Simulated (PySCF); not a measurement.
Isomers of C5H9FN2Si, mass 144.052 u with the commonest isotopes. Method used: PBE0/pcSseg-1 in PySCF (dipole) on a GFN2-xTB geometry, gas phase. One conformer each, none proved a minimum here; rigid rotors.

Task: Order these by rotational constant B, largest first.
A. `[N:1]#[C:2][C@:3]1([F:4])[CH2:5][CH2:6][NH:7][CH2:8][SiH2:9]1` with C2–C3–C5–C6 -66°, C3–C5–C6–N7 -67°, C5–C6–N7–C8 68°, C6–N7–C8–Si9 -58°
B. `[CH3:1][C@H:2]([NH:3][SiH3:4])/[C:5]([C:6]#[N:7])=[CH:8]/[F:9]` with C1–C2–N3–Si4 152°, C1–C2–C5–C6 -65°
C. `[CH3:1][CH2:2][n:3]1[n:4][c:5]([F:6])[cH:7][c:8]1[SiH3:9]` with C1–C2–N3–N4 -86°
D. `[N:1]#[C:2][CH2:3][C@@H:4]1[CH2:5][Si@@H:6]([CH2:7][F:8])[NH:9]1` with C2–C3–C4–C5 -67°, C5–Si6–C7–F8 179°, C3–C4–C5–Si6 -107°, C4–C5–Si6–C7 -119°, C5–Si6–N9–C4 10°, C3–C4–N9–Si6 106°

Result: A (1210 MHz), C (1084 MHz), B (874.1 MHz), D (554.9 MHz).

Task: Order these by out-of-plane moment Σ m c² = (Ia + Ib − Ic)/2, smallest first.
A. `[CH3:1][CH2:2][n:3]1[n:4][c:5]([F:6])[cH:7][c:8]1[SiH3:9]` with C1–C2–N3–N4 -86°
B. `[CH3:1][C@H:2]([NH:3][SiH3:4])/[C:5]([C:6]#[N:7])=[CH:8]/[F:9]` with C1–C2–N3–Si4 152°, C1–C2–C5–C6 -65°
C. `[N:1]#[C:2][C@:3]1([F:4])[CH2:5][CH2:6][NH:7][CH2:8][SiH2:9]1` with C2–C3–C5–C6 -66°, C3–C5–C6–N7 -67°, C5–C6–N7–C8 68°, C6–N7–C8–Si9 -58°
D. `[N:1]#[C:2][CH2:3][C@@H:4]1[CH2:5][Si@@H:6]([CH2:7][F:8])[NH:9]1` with C2–C3–C4–C5 -67°, C5–Si6–C7–F8 179°, C3–C4–C5–Si6 -107°, C4–C5–Si6–C7 -119°, C5–Si6–N9–C4 10°, C3–C4–N9–Si6 106°

Result: A (23.12 u·Å²), D (28.43 u·Å²), B (64.28 u·Å²), C (120.26 u·Å²).

Task: Order these by rotational constant C, smallest first.
A. `[CH3:1][CH2:2][n:3]1[n:4][c:5]([F:6])[cH:7][c:8]1[SiH3:9]` with C1–C2–N3–N4 -86°
B. `[CH3:1][C@H:2]([NH:3][SiH3:4])/[C:5]([C:6]#[N:7])=[CH:8]/[F:9]` with C1–C2–N3–Si4 152°, C1–C2–C5–C6 -65°
C. `[N:1]#[C:2][CH2:3][C@@H:4]1[CH2:5][Si@@H:6]([CH2:7][F:8])[NH:9]1` with C2–C3–C4–C5 -67°, C5–Si6–C7–F8 179°, C3–C4–C5–Si6 -107°, C4–C5–Si6–C7 -119°, C5–Si6–N9–C4 10°, C3–C4–N9–Si6 106°
D. `[N:1]#[C:2][C@:3]1([F:4])[CH2:5][CH2:6][NH:7][CH2:8][SiH2:9]1` with C2–C3–C5–C6 -66°, C3–C5–C6–N7 -67°, C5–C6–N7–C8 68°, C6–N7–C8–Si9 -58°

Result: C (532.4 MHz), B (690.8 MHz), A (729.2 MHz), D (1106 MHz).

```csv
SMILES,point group,Ia (u·Å²),Ib (u·Å²),Ic (u·Å²),κ,μa (D),μb (D),μc (D)
N#CC[C@@H]1C[Si@@H](CF)N1,C1,95.22,910.80,949.17,-0.99,2.08,1.32,0.46
N#C[C@]1(F)CCNC[SiH2]1,C1,279.72,417.70,456.91,-0.70,3.30,1.18,2.02
C[C@H](N[SiH3])/C(C#N)=C/F,C1,281.98,578.14,731.56,-0.67,4.05,0.53,2.27
CCn1nc(F)cc1[SiH3],C1,273.10,466.19,693.04,-0.37,3.53,0.27,0.04
```
